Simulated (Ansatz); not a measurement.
Input file for Ansatz (an electronic-structure program): R-CCSD(T)/def2-TZVPPD on CH4Sn (SMILES [CH3][SnH]), atoms moved off the minimum. Elements past Kr take the def2 small-core potentials; no spin–orbit coupling. Files ending in .json are basis or fitting sets from the Basis Set Exchange. The run froze 10 orbitals, filled d shells among them.

Ansatz 0.2 input:
```yaml
crystal:
  periodic: [false, false, false]
  atoms:
    - {symbol: Sn, position_ang: [0.02134926, 0.26229920, 0.24972379]}
    - {symbol: H, position_ang: [-0.39096000, 1.44928169, -1.09024370]}
    - {symbol: C, position_ang: [-0.02150791, -1.44016695, -1.10293580]}
    - {symbol: H, position_ang: [0.74379964, -1.27798427, -1.93885706]}
    - {symbol: H, position_ang: [-0.98384978, -1.50736635, -1.62357179]}
    - {symbol: H, position_ang: [0.21486459, -2.41176849, -0.64674315]}
basis:
  gaussian:
    orbitals: def2-TZVPPD.json
magnetization: {spin_polarized: false}
correlation: {method: ccsd_t, electrons: outside_noble_gas}
scf: {lower_state_search: off}
output: {forces: true}
```

It printed:

```
WARN ansatz: RAYON_NUM_THREADS=1 ignored (pool sized by the plan → 1); use --threads N
Functional definition: HF
these checks for a lower state are left out or cut short: starts, cluster_reference, orbital_swaps, neighbouring_geometries, increment
integrals: 0.43 GiB planned
1089 factors; integrals over basis functions are off by at most 9.8e-4 eV
mean field: 0.37 GiB planned
mean field evaluation 1: about -6896.7365 eV, gradient 2.7e1 eV
mean field evaluation 2: about -6896.7370 eV, gradient 2.7e1 eV
mean field evaluation 4: about -6898.8261 eV, gradient 2.4e0 eV
mean field evaluation 8: about -6898.8632 eV, gradient 3.6e-4 eV
mean field -6898.86315366 eV, -253.5285446796 hartree, gradient 1.9e-6 eV, S^2 0.000000; 0 other end points of the search recorded, 0 dependent functions left out; unrestricted orbitals would lower it
10 core orbitals not correlated
reference -6898.86315366 eV, -253.5285446796 hartree; 6, 6 occupied and 145, 145 virtual orbitals, 1089 factors
densities: 2.00 GiB planned
second order -7.44277393 eV of doubles, -0.00000000 eV of singles
coupled cluster: 1.10 GiB planned
cycle   1  -8.00452452 eV  change   -5.6e-1 eV  update   7.2e-2
cycle   2  -8.28734817 eV  change   -2.8e-1 eV  update   2.7e-2
cycle   3  -8.32464895 eV  change   -3.7e-2 eV  update   1.0e-2
cycle   4  -8.32215129 eV  change    2.5e-3 eV  update   3.6e-3
cycle   5  -8.32197702 eV  change    1.7e-4 eV  update   1.1e-3
cycle   6  -8.32175683 eV  change    2.2e-4 eV  update   3.9e-4
cycle   7  -8.32172195 eV  change    3.5e-5 eV  update   1.2e-4
cycle   8  -8.32176059 eV  change   -3.9e-5 eV  update   4.3e-5
cycle   9  -8.32176103 eV  change   -4.4e-7 eV  update   1.4e-5
cycle  10  -8.32175624 eV  change    4.8e-6 eV  update   6.0e-6
cycle  11  -8.32175792 eV  change   -1.7e-6 eV  update   3.3e-6
cycle  12  -8.32175790 eV  change    1.6e-8 eV  update   1.8e-6
perturbative correction -0.30296542 eV, -0.0111337740 hartree
the calculation of the forces begins
Total energy: -6907.48787699 eV, -253.8454974158 hartree
Atom 0 at     0.021349     0.262299     0.249724 Å, force    -0.077798     0.530828    -0.121571 eV/Å
Atom 1 at    -0.390960     1.449282    -1.090244 Å, force     0.096713    -0.320857     0.340544 eV/Å
Atom 2 at    -0.021508    -1.440167    -1.102936 Å, force     0.966744    -0.395407    -1.343315 eV/Å
Atom 3 at     0.743800    -1.277984    -1.938857 Å, force    -0.840502    -0.092423     1.008565 eV/Å
Atom 4 at    -0.983850    -1.507366    -1.623572 Å, force    -0.005524    -0.008745     0.108820 eV/Å
Atom 5 at     0.214865    -2.411768    -0.646743 Å, force    -0.139632     0.286604     0.006956 eV/Å
Dipole moment:     0.022034    -0.126925     0.051999 e Å
Checks for a lower state left out: starts, cluster_reference, orbital_swaps, neighbouring_geometries, increment
```

Self-consistency was reached.

Cost: very roughly 2.6 core-minutes.
